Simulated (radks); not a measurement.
The numbers below are computed, except where a source is named.
The nuclear charge of the silicon ion Si2+ is varied continuously with 12 electrons held in [Ne] 3s2. Code: a radial shooting solver on a logarithmic mesh with Libxc functionals. Model: Dirac Kohn-Sham, PBE, spin-unpolarised, spherical densities, finite nucleus; Fermi nuclear charge, rms radius 3.1224 fm. By the Hellmann-Feynman theorem dE/dZ = E(electron-nucleus)/Z, the electronic potential at the nucleus (averaged over a nucleus of fixed radius).

Z	E (hartree)	E(electron-nucleus)/Z (hartree)	HOMO	e(HOMO) (eV)	<r> HOMO (bohr)
13.5	-265.18230	-46.4920	3s1/2	-21.243	2.139
14	-288.96485	-48.6380	3s1/2	-28.535	1.951
14.5	-313.82023	-50.7835	3s1/2	-36.663	1.798
15	-339.74841	-52.9293	3s1/2	-45.611	1.670

The central difference of E at Z = 14 is -48.638 hartree, to compare with the third column; the second derivative is -4.29 hartree.
